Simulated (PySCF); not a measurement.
Dipole response of As (arsenic, neutral)

[Ar] 3d10 4s2 4p3, high-spin 4S determinant. Computed with PySCF 2.14 in ANO-RCC-VTZP, with the spin-free X2C one-electron Hamiltonian (Gaussian nucleus). Coupled (time-dependent) response in atomic units; α is the mean over directions. The basis has no added diffuse functions, which lowers α and C₆.

| method | mean α (bohr³) | C₆ (like pair) | S(−4) |
| --- | --- | --- | --- |
| UHF | 26.64 | 229.4 | 158.9 |
| PBE | 28.06 | 246.0 | 185.8 |
| PBE0 | 27.38 | 237.5 | 173.5 |
| M06 | 26.36 | 221.7 | 165.4 |
| wB97M-V | 27.24 | 232.9 | 177.7 |

S(−4) is the Cauchy moment in α(ω) = α(0) + S(−4) ω² + …

Reference α: 30 ± 1 bohr³ (recommended; Schwerdtfeger and Nagle, table of static dipole polarizabilities (2023 update)). Published C₆: 246.0 (Chu and Dalgarno (2004); Tang, Norbeck and Certain (1976)).

α(iu) at PBE:

```csv
u (hartree),α(iu) (bohr³)
0,28.06
0.0500,27.61
0.100,26.35
0.200,22.43
0.300,18.18
0.500,11.57
0.750,6.924
1.00,4.508
1.50,2.328
2.00,1.423
3.00,0.6943
5.00,0.2709
```

A single London oscillator, α(iu) = α/(1 + u²/ω²), gives C₆ = (3/4) ω α². Matching the computed C₆ needs ω = 4 × 246.0 / (3 × 28.06²) = 0.417 hartree.
